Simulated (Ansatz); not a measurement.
Two isomers of C2H9OPSi: A = `COC[SiH2]P`, B = `C[Si](C)(O)P`.

Calculated with Ansatz (gas phase, PBE0-D4/def2-TZVP geometries, no zero-point term in ΔE). CBS: MP2 limit from def2 TZ/QZ plus the TZ coupled-cluster correction, frozen cores. Functionals use def2-TZVPP. One conformer a species, not always the lowest.

Problem. Which isomer does CCSD(T)/CBS put lower? Give the gap. (Estimate.)

Solution. The calculation gave: B, by 295.2 kJ/mol.

Problem. Give E(B) − E(A) in kJ/mol with HF/def2-TZVPP, PBE0-D4, MP2/def2-TZVPP, PBE-D4, r2SCAN-D4, ωB97M-V, B2PLYP. (An estimate is asked.)

Solution. The calculation gave: HF/def2-TZVPP -276.3, PBE0-D4 -284.9, MP2/def2-TZVPP -304.1, PBE-D4 -277.2, r2SCAN-D4 -293.2, ωB97M-V -292.0, B2PLYP -286.8. None reverses the order clearly.

Largest T1 diagnostic: 0.012.

From PBE to PBE0 (25 % exact exchange), in def2-TZVPP and without D4, E(B) − E(A) moves by −8.1 kJ/mol. The D4 term adds −6.5 kJ/mol with B3LYP and −3.6 kJ/mol with PBE0; it sums over pairs of atoms, weighted by their polarisabilities, and B3LYP, whose exchange is more repulsive, gets the larger term.

B3LYP here is the variant with VWN-RPA as its local correlation; programs differ in this.
